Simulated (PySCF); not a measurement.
## C₆ coefficients of unlike pairs at PBE0

Calculated with PySCF 2.14 from the dipole response of each species, C₆(A,B) = (3/π) ∫ α_A(iu) α_B(iu) du, in atomic units, from isotropic polarisabilities. For ions this is the dispersion term alone; charge-induced terms of lower order in 1/R come first.

```tsv
species	configuration	basis	relativity	α (bohr³)	C₆ (like pair)
Xe³⁺	[Kr] 4d10 5s2 5p3 (4S)	def2-QZVPPD with the def2 core potential (28 electrons) (8s7p5d4f1g)	core potential	9.458	56.09
Rb	[Kr] 5s1 (2S)	aug-cc-pVQZ-X2C (9s8p6d3f2g)	spin-free X2C	391.0	6278
Cu²⁺	[Ar] 3d9 (2D)	aug-cc-pVDZ-DK (7s6p4d2f)	spin-free X2C	2.879	7.746
Rh	[Kr] 4d8 5s1 (4F)	def2-QZVPPD with the def2 core potential (28 electrons) (7s5p4d4f2g)	core potential	57.66	506.7
```

Estimate C₆ for Rh with Xe³⁺.

The integral gives 147.2. The combination rule 2 C_A C_B / (C_A α_B/α_A + C_B α_A/α_B) gives 133.7 and the geometric mean 168.6.

No spin-orbit coupling is included.

The other pairs:

```json
{"pair": "Rh, Rb", "C₆": "1480"}
{"pair": "Rh, Cu²⁺", "C₆": "49.33"}
{"pair": "Cu²⁺, Xe³⁺", "C₆": "20.28"}
{"pair": "Cu²⁺, Rb", "C₆": "101.1"}
{"pair": "Rb, Xe³⁺", "C₆": "319.3"}
```
